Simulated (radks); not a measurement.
Initial-state core-level shifts of the silver ion Ag3+ when its valence configuration changes from [Kr] 4d8. Method: scalar-relativistic Kohn-Sham, SCAN, spin-polarised, spherical densities, finite nucleus; open shells are filled with parallel spins first (spin-orbit coupling, left out, can overturn this in heavy ions); meta-GGA in the generalised Kohn-Sham scheme; Fermi nuclear charge, rms radius 4.5454 fm; computed with a radial shooting solver on a logarithmic mesh with Libxc functionals. Shifts are changes of the shell-averaged eigenvalues in eV (positive: less bound); the change of the density at the nucleus, which sets a Mossbauer isomer shift, is in e/bohr^3, on a base of 1.493e+05.

| valence | 1s | 2s | 3d | 4p | density at nucleus |
|---|---|---|---|---|---|
| 4d7 5p1 | -7.512 | -7.887 | -7.720 | -6.435 | +6.54 |
| 4d7 5s1 | -6.255 | -6.659 | -6.472 | -5.192 | +47.03 |
| 4d6 5s1 5p1 | -13.852 | -14.687 | -14.280 | -11.472 | +57.67 |
| 4d6 5p2 | -15.071 | -15.891 | -15.500 | -12.657 | +14.11 |
| 4d5 5p3 | -22.754 | -24.077 | -23.408 | -18.709 | +22.78 |
| 4d5.5 5s1 5p1.5 | -17.689 | -18.761 | -18.225 | -14.543 | +63.31 |
| 4d7.5 5s0.5 | -3.121 | -3.318 | -3.228 | -2.616 | +22.76 |
| 4d7 5s0.5 5p0.5 | -6.884 | -7.276 | -7.098 | -5.814 | +26.59 |
